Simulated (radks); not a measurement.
Task: All-electron atom: Hf III in [Kr] 4d10 4f14 5s1.75 5p6 5d2.25 (fractional occupations, a model configuration). All-electron calculation, Dirac Kohn-Sham, PBEsol, spin-unpolarised, spherical densities, finite nucleus; open shells are shared between the two j in proportion to 2j + 1; Fermi nuclear charge, rms radius 5.347 fm. Program: a radial shooting solver on a logarithmic mesh with Libxc functionals. Some entries of the table are withheld. Estimate them.

orbital  occ.  eigenvalue (hartree)  r(max) (bohr)
1s1/2       2             -2394.963        0.01191
2s1/2       2             -409.8498            (1)
2p1/2       2                   (2)        0.05092
2p3/2       4                   (3)        0.05755
3s1/2       2             -93.83050            (4)
3p1/2       2             -85.70813         0.1804
3p3/2       4             -76.32882         0.1941
3d3/2       4             -62.53712         0.1524
3d5/2       6             -60.49063         0.1562
4s1/2       2             -19.36646         0.4379
4p1/2       2                   (5)         0.4383
4p3/2       4                   (6)         0.4674
4d3/2       4              -8.40490         0.4660
4d5/2       6              -8.01125         0.4753
5s1/2    1.75              -3.04294          1.015
5p1/2       2              -2.09600            (7)
5p3/2       4              -1.80618            (8)
4f5/2       6              -1.24726         0.4517
4f7/2       8              -1.18295         0.4569
5d3/2     0.9              -0.64178          1.597
5d5/2    1.35              -0.61956          1.644

Result: 
(1) 2s1/2 r(max) (bohr): 0.06828
(2) 2p1/2 eigenvalue (hartree): -391.5816
(3) 2p3/2 eigenvalue (hartree): -347.8086
(4) 3s1/2 r(max) (bohr): 0.1925
(5) 4p1/2 eigenvalue (hartree): -16.03647
(6) 4p3/2 eigenvalue (hartree): -13.88730
(7) 5p1/2 r(max) (bohr): 1.097
(8) 5p3/2 r(max) (bohr): 1.184
